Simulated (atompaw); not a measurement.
## O (Z = 8): one change to a PAW (atompaw) potential, before and after

atompaw 4.2.0.5 input, output lines left out:

```
O 8
GGA-PBE scalarrelativistic loggrid 1500 logderivrange -4 5 226
2 2 0 0 0 0
2 1 4
0 0 0
c
v
v
2
1.20 0.85 0.95 0.65
y
0.85
n
y
0.5
n
y
0.15
y
2.4
n
custom polynom gramschmidtortho sinc
bessel
1.20
1.20
1.20
1.20
1.20
1.20
```

All-electron outer shells of the reference configuration (PBE, scalar-relativistic, ld1.x):

```tsv
shell	level (eV)	outermost node (bohr)	outermost maximum (bohr)
1s	-514.70	–	0.13
2s	-23.96	0.28	0.87
2p	-9.03	–	0.82
```

Change: all radii scaled by about 1.27 (s 1.52, p 1.52, d 1.52 bohr); local potential bessel scheme, radius 1.22 bohr; augmentation sinc compensation charge, radius 1.08 bohr; PAW radius 1.52 bohr; waves and projectors: custom polynom gramschmidtortho; core correction smooth core density matched at 0.82 bohr.

Cutoffs: the cutoffs (Ry, on a coarse ladder) from which the occupation-weighted sum of valence levels, in a spherical-Bessel basis at the reference potential, stays within 10 and 1 mRy of its value at 400 Ry; they do not see the model core or the augmentation charge, which bear on the density cutoff.

Problem. What does the change do?

Solution. The potential gets softer (45 Ry and 80 Ry → 30 Ry and 55 Ry); neither file shows a bound ghost. A larger radius leaves more room for a smooth pseudo-wave, so fewer plane waves are needed.

```csv
quantity,base,changed
"cutoff, loose",45 Ry,30 Ry
"cutoff, tight",80 Ry,55 Ry
loose cutoff by channel (10 mRy a level),"s 15 Ry, p 40 Ry","s 15 Ry, p 25 Ry"
bound ghosts,none,none
lowest overlap eigenvalue by channel,"s 0.48, p 0.96, d 0.99","s 0.73, p 0.95, d 0.99"
```

 The cutoffs see the waves, projectors and local potential, not the compensation charge or the core.
